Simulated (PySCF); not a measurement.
Compound: C₇H₈Cl₂O.
SMILES: `C=C/C(C(=O)Cl)=C(/Cl)CC`

Torsions of this conformer, `[CH2:1]=[CH:2]/[C:3]([C:4](=[O:5])[Cl:6])=[C:7](/[Cl:8])[CH2:9][CH3:10]`: C1–C2–C3–C4 -1°, C2–C3–C4–O5 92°, C3–C7–C9–C10 106°.

The closed-shell ground state was solved at several levels (PySCF, density fitting, gas phase, non-relativistic). The structure is a single PBE0-D3(BJ)/def2-SVP conformer in the gas phase; no vibrational or solvent corrections.

| level | basis functions | total energy (Eh) | HOMO (eV) | LUMO (eV) | gap (eV) | dipole (D) |
| --- | --- | --- | --- | --- | --- | --- |
| PBE0/def2-SVPD | 281 | -1265.9359 | -7.09 | -1.67 | 5.42 | 4.00 |
| PBE0/pcSseg-1 | 224 | -1266.3615 | -7.09 | -1.63 | 5.46 | 4.05 |

Estimate the row for KT2/pcSseg-1, a basis of 224 functions; the other rows only guide the guess.

Total energy -1279.8123 Eh, HOMO -6.06 eV, LUMO -2.45 eV, gap 3.61 eV, dipole 3.89 D.

Over all these levels, which gives the widest orbital gap and which the narrowest?

PBE0/pcSseg-1 (global hybrid, 25 % exact exchange) has the widest, 5.46 eV, and KT2/pcSseg-1 (GGA) the narrowest, 3.61 eV. The two share the basis. From the narrowest to the widest the HOMO moves by -1.03 eV and the LUMO by +0.82 eV.

How far do the dipole and the HOMO energy spread over the levels?

The dipole runs from 3.89 to 4.05 D (mean 3.98 D) and the HOMO from -7.09 to -6.06 eV.
